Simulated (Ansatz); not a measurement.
A structure relaxed at PBE-D4/def2-SVP in Ansatz, charge 0, singlet:

```xyz
5

Pd   -1.271   -1.312    0.337
Pd    0.764    0.272   -0.922
Pd   -0.389    0.721    1.667
S     1.176    1.839    0.558
S    -0.280   -1.519   -1.640
```

Q: Give its formula and point group.

A: Pd₃S₂. Point group C2v (tolerance 0.1 Å).

Q: Summarise the bond lengths by kind (pairs closer than 1.2 times the sum of covalent radii, bridged metal pairs left out).

A: 4 × Pd–S 2.19 to 2.22 Å; 1 × Pd–Pd 2.58 Å.

In the def2 sets Pd takes a core potential; there is no spin–orbit coupling. The restricted singlet is unstable towards broken spin symmetry at other levels; at PBE-D4/def2-SVP this wasn't settled. Another isomer (singlet) lies 0.94 eV lower at PBE0-D4/def2-TZVP; other spin states weren't run for this one.
